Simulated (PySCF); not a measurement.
B(OH)(OMe)(Ph), SMILES COB(O)c1ccccc1 (C7H9BO2), GFN2-xTB optimised geometry.

```
19

B      0.45    -1.43     0.00
O     -0.23    -2.61     0.00
H     -1.18    -2.54    -0.01
O      1.80    -1.43     0.00
C      2.58    -2.61     0.00
H      1.96    -3.49    -0.16
H      3.33    -2.52    -0.79
H      3.08    -2.69     0.97
C     -0.26    -0.01     0.00
C     -1.65     0.13    -0.04
C     -2.25     1.37    -0.04
C     -1.47     2.52     0.00
C     -0.09     2.40     0.05
C      0.50     1.16     0.05
H     -2.28    -0.75    -0.08
H     -3.33     1.45    -0.08
H     -1.94     3.49     0.00
H      0.52     3.29     0.08
H      1.58     1.06     0.08
```

Density from B3LYP/def2-SVP (PySCF) at that geometry.

Minimum of the electron density along straight lines between bonded atoms, close to the bond critical point (lines longer than 1.1 times the sum of covalent radii, or with two minima, are not listed):

```tsv
bond	length / Å	ρ at the minimum / e bohr⁻³	∇²ρ there / e bohr⁻⁵	position (fraction from the first atom)
B1–O2	1.365	0.199	1.10	0.33
O2–H3	0.955	0.360	-2.41	0.81
B1–O4	1.348	0.207	1.19	0.33
O4–C5	1.410	0.252	-0.35	0.66
C5–H6	1.091	0.285	-1.11	0.64
C5–H7	1.092	0.283	-1.08	0.64
C5–H8	1.093	0.282	-1.07	0.64
B1–C9	1.585	0.181	-0.20	0.33
C9–C10	1.395	0.308	-0.78	0.49
C10–C11	1.384	0.315	-0.82	0.50
C11–C12	1.384	0.315	-0.82	0.50
C12–C13	1.385	0.314	-0.82	0.50
C9–C14	1.396	0.308	-0.78	0.50
C13–C14	1.382	0.316	-0.82	0.50
C10–H15	1.083	0.280	-1.03	0.62
C11–H16	1.081	0.283	-1.07	0.63
C12–H17	1.080	0.284	-1.08	0.63
C13–H18	1.081	0.284	-1.08	0.63
C14–H19	1.079	0.287	-1.11	0.64
```
